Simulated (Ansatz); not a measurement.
`BrC1CO1`. The species carries charge 0 and has multiplicity 1. The geometry is a stationary point of PBE0-D4/def2-TZVP.

```xyz
7

Br    0.771    2.039   -0.549
C    -0.340    0.498   -0.260
C     0.242   -0.738    0.231
O    -0.565    0.115    1.048
H    -1.197    0.527   -0.923
H     1.298   -0.750    0.483
H    -0.210   -1.691   -0.030
```

(1) What is the dipole moment at ωB97M-V/def2-TZVPP? (An estimate is asked.)

(2) And with PBE, r2SCAN, B3LYP? (Best estimate.)

(3) Give the Mulliken charges with ωB97M-V, B3LYP, r2SCAN in def2-TZVPP. (Best estimate.)

## Answers

(1) Computed: 2.18 D, with components (-0.09, -1.87, -1.12) D in this frame, pointing from negative to positive charge.

(2) The calculation gave: PBE 2.07 D, r2SCAN 2.19 D, B3LYP 2.18 D.

(3) Ansatz gave: 
```
atom  ωB97M-V  B3LYP  r2SCAN
 Br1    -0.07  -0.10   -0.11
  C2     0.06   0.10    0.16
  C3    -0.04  -0.03    0.03
  O4    -0.29  -0.31   -0.30
  H5     0.13   0.13    0.09
  H6     0.11   0.11    0.07
  H7     0.10   0.10    0.06
```

B3LYP here is the variant with VWN-RPA as its local correlation; programs differ in this.
